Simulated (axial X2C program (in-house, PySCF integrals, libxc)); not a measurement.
Nuclear properties of HgTe⁻

Calculated with an in-house all-electron X2C program for linear molecules (integrals from PySCF): two-component X2C with atomic mean-field Coulomb and Gaunt terms, Gaussian nuclei, basis Hg dyall-acv3z, Te dyall-acv3z with contracted cores.

R = 2.756 Å (near the PBE0 minimum at charge -1 of the determinant lowest at the starting distance; the state shown can have its own minimum elsewhere).

Determinant lowest in the PBE0 search, Ω = 1/2 (⟨Sz⟩ = 0.46, ⟨Lz⟩ = 0.04 at PBE0), spin on the atoms Hg 0.18, Te 0.28:

| level | Eeff magnitude (GV/cm) | Ws magnitude Hg (kHz) | A∥/gI Hg (MHz) | qzz Hg (a.u.) | A∥/gI Te (MHz) | qzz Te (a.u.) |
| --- | --- | --- | --- | --- | --- | --- |
| PBE0 | 81.8 | 185 | 3540 | -3.00 | 229 | 7.79 |
| HF | 137 | 316 | 756 | -4.65 | -37.3 | 7.71 |
| BP86 | 66.3 | 149 | 3930 | -2.27 | 343 | 7.62 |
| r2SCAN | 79.7 | 180 | 3350 | -2.88 | 322 | 7.95 |
| PBE50 | 99.4 | 226 | 3080 | -3.70 | 145 | 7.93 |

Determinant 0.42 eV from it at PBE0 and this distance, Ω = 3/2 (⟨Sz⟩ = 0.50, ⟨Lz⟩ = 1.00 at PBE0), spin on the atoms Hg -0.01, Te 0.51:

```json
{"level": "PBE0", "Eeff magnitude (GV/cm)": "0.529", "Ws magnitude Hg (kHz)": "0.167", "Ws magnitude Te (kHz)": "0.188", "A∥/gI Hg (MHz)": "72", "qzz Hg (a.u.)": "-6.03", "A∥/gI Te (MHz)": "450", "qzz Te (a.u.)": "-3.67"}
{"level": "HF", "Eeff magnitude (GV/cm)": "2.18", "Ws magnitude Hg (kHz)": "2.3", "Ws magnitude Te (kHz)": "0.357", "A∥/gI Hg (MHz)": "137", "qzz Hg (a.u.)": "-6.89", "A∥/gI Te (MHz)": "407", "qzz Te (a.u.)": "-3.89"}
{"level": "BP86", "Eeff magnitude (GV/cm)": "0.565", "Ws magnitude Hg (kHz)": "0.321", "Ws magnitude Te (kHz)": "0.131", "A∥/gI Hg (MHz)": "69.9", "qzz Hg (a.u.)": "-5.64", "A∥/gI Te (MHz)": "479", "qzz Te (a.u.)": "-3.63"}
{"level": "r2SCAN", "Eeff magnitude (GV/cm)": "1.38", "Ws magnitude Hg (kHz)": "0.82", "Ws magnitude Te (kHz)": "0.199", "A∥/gI Hg (MHz)": "111", "qzz Hg (a.u.)": "-6.14", "A∥/gI Te (MHz)": "480", "qzz Te (a.u.)": "-3.77"}
{"level": "PBE50", "Eeff magnitude (GV/cm)": "0.244", "Ws magnitude Hg (kHz)": "0.144", "Ws magnitude Te (kHz)": "0.229", "A∥/gI Hg (MHz)": "75.3", "qzz Hg (a.u.)": "-6.44", "A∥/gI Te (MHz)": "446", "qzz Te (a.u.)": "-3.76"}
```

Eeff is the effective electric field on the electron electric dipole moment in this Ω state and Ws the scalar–pseudoscalar constant of the nucleus named (defined with the proton number Z and per Ω); A∥ (defined per Ω) follows by multiplying with gI = μI/(I μN); qzz is the electric field gradient, eQq0 = 234.96 MHz × Q/barn × qzz. The operators were transformed with the bare-nucleus X2C matrices; with these basis sets, hyperfine constants and field gradients can be off by tens of per cent, and where levels differ in sign neither size nor sign is settled.

Each state is one determinant with collinear spin. Unrestricted Hartree–Fock can overshoot spin polarisation at the nuclei. In the state Ω = 3/2 the sign of Eeff differs between levels (HF against PBE0). For an anion, determinants above electron detachment, or with a positive highest level, are held by the basis set. Where Eeff spreads by more than a factor of two the levels disagree and none is to be relied on. States lie within half an eV, so the first need not be the ground state. The sign of Ws at Hg differs between levels in the second state. Where a field gradient or hyperfine factor spreads by more than a factor of two over the levels, a constant derived from it is not to be relied on. PBE0 term energies can be off by some tenths of an eV.
